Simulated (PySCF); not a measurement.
# Ca: ionisation energy

Ca [Ar] 4s2 (1S) → Ca⁺ [Ar] 4s1 (2S), as a difference of total energies. All numbers are calculated (PySCF 2.14, the spin-free X2C one-electron Hamiltonian (Gaussian nucleus), in x2c-QZVPPall (11s7p4d3f, 73 functions)). Correlated levels: valence: [Ar] frozen; valence and next inner shell: [Ne] frozen. The calculations carry no spin-orbit coupling.

Q: Order these methods by the ionisation energy they give, lowest first.
A. BP86
B. BHandHLYP
C. r2SCAN
D. PBE0

A: C (5.834 eV), B (5.979 eV), D (6.013 eV), A (6.204 eV).

Errors of the correlated levels include the incompleteness of this basis and the frozen core.

For comparison: 6.113 eV (measured; NIST Atomic Spectra Database, ionization energies).
